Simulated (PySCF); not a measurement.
Job for PySCF: R-BP86/6-31G* on CH4O (SMILES CO).

```python
from pyscf import gto, scf, dft, mp
from pyscf.data.elements import chemcore

mol = gto.M(
    atom='''
    C    -0.58144646    0.18713461   -0.74374357
    O     0.25250727   -0.73879965   -0.07729619
    H    -1.63438706    0.08617769   -0.45137679
    H    -0.50569756   -0.01386227   -1.81302957
    H    -0.27434364    1.22616870   -0.56933294
    H     0.19255585   -0.56495809    0.87279264
    ''',
    basis='6-31g*',
    cart=True,
    charge=0, spin=0, verbose=3, max_memory=1800)
mf = dft.RKS(mol, xc='b88,p86')
mf.conv_tol = 1e-8
mf.max_cycle = 100
mf.kernel()
if not mf.converged:
    mf = mf.newton().run(mf.mo_coeff, mf.mo_occ)
```

Program output:

```
converged SCF energy = -115.710255670586
```

Self-consistency was reached.

Cost: roughly 1.7 core-seconds.
